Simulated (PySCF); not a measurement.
# Orbital picture of GaSn

PBE0 at R = 2.668 Å; PySCF, scalar-relativistic core potentials, basis sets Ga def2-SVP, Sn def2-SVP with ECP28. State: ⁴Σ⁻ (quartet), unpaired electrons σ ↑, π ↑↑. Only the outer orbitals are listed, counted within each symmetry, core potentials removing the inner ones.

```
spin  orbital  occ.  ε (eV)  on Ga (%)           main shells (%)
   α      10σ     1  -13.27         27          70 Sn s, 23 Ga s
   α      11σ     1   -9.78         66  64 Ga s, 25 Sn s, 9 Sn p
   α      12σ     1   -5.49         48          49 Sn p, 40 Ga p
   α       6π     1   -5.30         26          73 Sn p, 25 Ga p
   α       6π     1   -5.30         26          73 Sn p, 25 Ga p
   α       7π     0   -1.73         74          73 Ga p, 25 Sn p
   α       7π     0   -1.73         74          73 Ga p, 25 Sn p
   α      13σ     0    0.63         59          60 Ga p, 45 Sn p
   β      10σ     1  -11.50         37          61 Sn s, 33 Ga s
   β      11σ     1   -8.44         61          60 Ga s, 33 Sn s
   β      12σ     0   -2.67         48          49 Sn p, 41 Ga p
   β       6π     0   -2.54         46          54 Sn p, 45 Ga p
   β       6π     0   -2.54         46          54 Sn p, 45 Ga p
```

Task: Which are the highest filled and the lowest empty level, where do they sit, and how wide is the gap?

Result: Highest filled α 6π at -5.30 eV (in %: 73 Sn p, 25 Ga p); lowest empty β 12σ at -2.67 eV (in %: 49 Sn p, 41 Ga p); the gap at PBE0 is 2.63 eV.

```
bond order (Mayer)                               : 1.44
⟨S²⟩                                             : 3.754
charge on Ga (Mulliken, basis-dependent)         : 0.09
charge on Ga (Löwdin, basis-dependent)           : 0.02
dipole moment (positive dipole means Ga(−)Sn(+)) : -0.88 D
polarisability along the bond                    : 156.4 bohr³
polarisability across the bond                   : 52.4 bohr³
```

Spin–orbit coupling is left out. The state was picked by a PBE0 search and need not be the measured ground state.
